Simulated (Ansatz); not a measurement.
Coupled-cluster run, BGeH7Si, SMILES `B[SiH2][GeH3]`.

```yaml
crystal:
  periodic: [false, false, false]
  atoms:
    - {symbol: B, position_ang: [-1.599866, 0.457363, -0.908754]}
    - {symbol: Si, position_ang: [0.312981, 0.845258, -0.548144]}
    - {symbol: Ge, position_ang: [0.883796, -0.904156, 0.992565]}
    - {symbol: H, position_ang: [-1.917781, -0.309778, -1.768774]}
    - {symbol: H, position_ang: [-2.458095, 0.893410, -0.199844]}
    - {symbol: H, position_ang: [0.585568, 2.136909, 0.139550]}
    - {symbol: H, position_ang: [1.224395, 0.710513, -1.717228]}
    - {symbol: H, position_ang: [0.661909, -2.286705, 0.356962]}
    - {symbol: H, position_ang: [0.025830, -0.812070, 2.265356]}
    - {symbol: H, position_ang: [2.364462, -0.782046, 1.391412]}
basis:
  gaussian: {orbitals: def2-TZVPP}
correlation: {method: ccsd_t}
output: {orbitals: {seedname: orbitals}}
```

```sh
$ ansatz run in.yaml --threads 2 --pin off --events-out ev --progress --plain --max-ram 4352MiB
```

The program prints (abridged):

```
Functional definition: HF
  name "HF"
  cite "Fock, Z. Phys. 61, 126 (1930) doi:10.1007/BF01340294"
  parent pbe
  exchange = exact_x
  correlation = 0
1277 factors; integrals over basis functions are off by at most 7.8e-4 eV
mean field evaluation 1: about -65116.0335 eV, gradient 1.7e1 eV
mean field evaluation 2: about -65116.1580 eV, gradient 1.7e1 eV
mean field evaluation 4: about -65117.8162 eV, gradient 3.7e0 eV
mean field evaluation 8: about -65117.8433 eV, gradient 2.3e-1 eV
mean field evaluation 16: about -65117.8438 eV, gradient 1.5e-6 eV
mean field -65117.84384196 eV, -2393.0366227322 hartree, gradient 1.5e-6 eV, S^2 0.000000; 0 other end points of the search recorded, 0 dependent functions left out
15 core orbitals not correlated: weight in the atoms' cores, before any rotation towards them, 1.000 or more for the frozen orbitals, at most 0.000 for the correlated occupied ones
reference -65117.84384196 eV, -2393.0366227322 hartree; 14, 14 occupied and 190, 190 virtual orbitals, 1277 factors
second order -13.47200233 eV of doubles, -0.00000000 eV of singles
cycle   1  -14.27369176 eV  change   -8.0e-1 eV  update   9.8e-2
cycle   2  -14.83143610 eV  change   -5.6e-1 eV  update   3.1e-2
cycle   3  -14.88662381 eV  change   -5.5e-2 eV  update   1.4e-2
cycle   4  -14.88001039 eV  change    6.6e-3 eV  update   4.4e-3
cycle   5  -14.87907360 eV  change    9.4e-4 eV  update   1.9e-3
cycle   6  -14.87818947 eV  change    8.8e-4 eV  update   7.5e-4
cycle   7  -14.87817140 eV  change    1.8e-5 eV  update   3.4e-4
cycle   8  -14.87831716 eV  change   -1.5e-4 eV  update   1.3e-4
cycle   9  -14.87833291 eV  change   -1.6e-5 eV  update   4.1e-5
cycle  10  -14.87831775 eV  change    1.5e-5 eV  update   1.9e-5
perturbative correction -0.50556079 eV, -0.0185790165 hartree
Total energy: -65133.22772051 eV, -2393.6019698413 hartree
```

It took 110 s on 2 threads of an Arm Neoverse V1 on a shared host, with 3.1 GiB of host memory at the peak.

MP2 recovers 87.6 % of the CCSD(T) correlation energy and the triples give 3.3 %; T1 = 0.0130.
